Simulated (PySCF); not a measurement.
**Al (aluminium, neutral) across methods**

[Ne] 3s1 3p1 4s1, high-spin 4P determinant (an excited configuration). Calculation: PySCF 2.14, in aug-cc-pVDZ-DK; the spin-free X2C one-electron Hamiltonian (Gaussian nucleus).

```tsv
method	E (hartree)	mean ε 3s α (eV)	mean ε 3p α (eV)	mean ε 4s α (eV)	Σ⟨r²⟩ (bohr²)	⟨S²⟩
LDA	-241.4549	-12.078	-6.261	-1.768	68.27	3.750
UHF	-242.07123	-16.516	-9.870	-2.726	70.15	3.750
PBE	-242.3869	-11.981	-6.335	-1.749	68.89	3.750
PBE0	-242.4105	-13.219	-7.302	-2.062	69.20	3.750
r2SCAN	-242.4951	-12.295	-6.567	-1.709	69.26	3.750
B3LYP	-242.5377	-12.931	-7.000	-1.903	68.80	3.750
```

Problem. Estimate the same row for TPSSh.

Solution. E (hartree) = -242.5305; mean ε 3s α (eV) = -12.502; mean ε 3p α (eV) = -6.769; mean ε 4s α (eV) = -1.835; Σ⟨r²⟩ (bohr²) = 69.54; ⟨S²⟩ = 3.750.

The outer electron is Rydberg-like, and this basis confines it to a smaller radius and binds it less than a complete one would.
